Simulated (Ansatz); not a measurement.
`FB(F)C[SiH3]` + `N[CH2][ZnH]` → `N[CH]([SiH3])[ZnH]` + `CB(F)F`  (formal exchange of groups at the Si–C bond)

Program: Ansatz. Geometries: PBE0-D4/def2-TZVP. ΔE: electronic, gas phase. CCSD(T)/CBS is the MP2 limit (def2-TZVPP, def2-QZVPP) plus CCSD(T) − MP2 in def2-TZVPP, frozen cores. Functionals use def2-TZVPP. For Zn outer-core shells are correlated without core-valence functions, which leaves a few kJ/mol of doubt a bond. Scalar relativity is left out up to krypton. Each species was taken in one conformer, which may not be the lowest.

```csv
species,ωB97M-V energy (Eh)
`FB(F)C[SiH3]`,-555.29528
`N[CH2][ZnH]`,-1875.11350
`N[CH]([SiH3])[ZnH]`,-2165.78785
`CB(F)F`,-264.61681
```

Q: Work out ΔE.

A: ΔE = (-2165.78785) + (-264.61681) − (-555.29528) − (-1875.11350) = 0.00412 Eh = +10.8 kJ/mol. CCSD(T)/CBS gives +9.7 kJ/mol.

Largest T1 diagnostic among the species: 0.014.

The D4 term adds −3.5 kJ/mol with B3LYP and −1.8 kJ/mol with PBE0; it sums over pairs of atoms, weighted by their polarisabilities, and B3LYP, whose exchange is more repulsive, gets the larger term. In def2-TZVPP, CCSD(T) changes the Hartree–Fock value by −8.1 kJ/mol (the triples alone add −2.2 kJ/mol) and MP2 by −8.3 kJ/mol. From PBE to PBE0 (25 % exact exchange), in def2-TZVPP and without D4, ΔE moves by +4.3 kJ/mol.

B3LYP here is the variant with VWN-RPA as its local correlation; programs differ in this.
